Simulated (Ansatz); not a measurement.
`[NH2][Ti]([Cl])([Cl])[Cl]` + HCl → `[Cl][Ti]([Cl])([Cl])[Cl]` + NH₃ at 298.15 K and 1 bar (ligand exchange at a Ti–N bond).

Isolated molecules relaxed with PBE0-D4/def2-TZVP in Ansatz; ΔE leaves out vibrations. CCSD(T)/CBS is the MP2 limit (def2-TZVPP, def2-QZVPP) plus CCSD(T) − MP2 in def2-TZVPP, frozen cores. This one scheme is used for every species. For Ti outer-core shells are correlated without core-valence functions, which leaves a few kJ/mol of doubt a bond. Scalar relativity is left out up to krypton. One conformer a species, not always the lowest.

| species | CCSD(T)/CBS energy (Eh) | H − E (kJ/mol) | S (J/(mol·K)) |
| --- | --- | --- | --- |
| `[NH2][Ti]([Cl])([Cl])[Cl]` | -2284.39597 | 99.5 | 391.4 |
| HCl | -460.38127 | 26.6 | 186.8 |
| `[Cl][Ti]([Cl])([Cl])[Cl]` | -2688.29434 | 36.8 | 353.0 |
| NH₃ | -56.50880 | 100.5 | 192.4 |

H − E and S are ideal-gas, rigid-rotor, harmonic terms from PBE0-D4/def2-TZVP, for one conformer and one mirror image of each species. 1 Eh = 2625.50 kJ/mol, R = 8.31446 J/(mol·K).

Q: By hand: ΔE, ΔH, ΔS and ΔG.

A: ΔE = (-2688.29434) + (-56.50880) − (-2284.39597) − (-460.38127) = -0.02590 Eh = -68.0 kJ/mol. Δ(H − E) = 36.8 + 100.5 − 99.5 − 26.6 = 11.2, so ΔH = -56.8 kJ/mol. ΔS = 353.0 + 192.4 − 391.4 − 186.8 = -32.8 J/(mol·K). ΔG = -56.8 − 298.15 × (-32.8)/1000 = -47.0 kJ/mol.

Q: By hand: the equilibrium constant, and the temperature at which ΔG would vanish if ΔH and ΔS stayed fixed.

A: log₁₀ K = −ΔG/(RT ln 10) = 8.2. ΔG = 0 at ΔH/ΔS = 1732 K.

ΔH outweighs TΔS. A doubt of 5 kJ/mol in ΔE shifts log₁₀ K by 0.9 here. Other conformers and mirror images would add mixing entropy, several J/(mol·K) or more a flexible species. Modes under 60 cm⁻¹, often nearly free rotors, make the harmonic entropy too high. These are equilibria of isolated gas molecules and say nothing of rates. Largest T1 diagnostic: 0.025 (customary marks: 0.02 for closed shells, 0.045 for open ones).
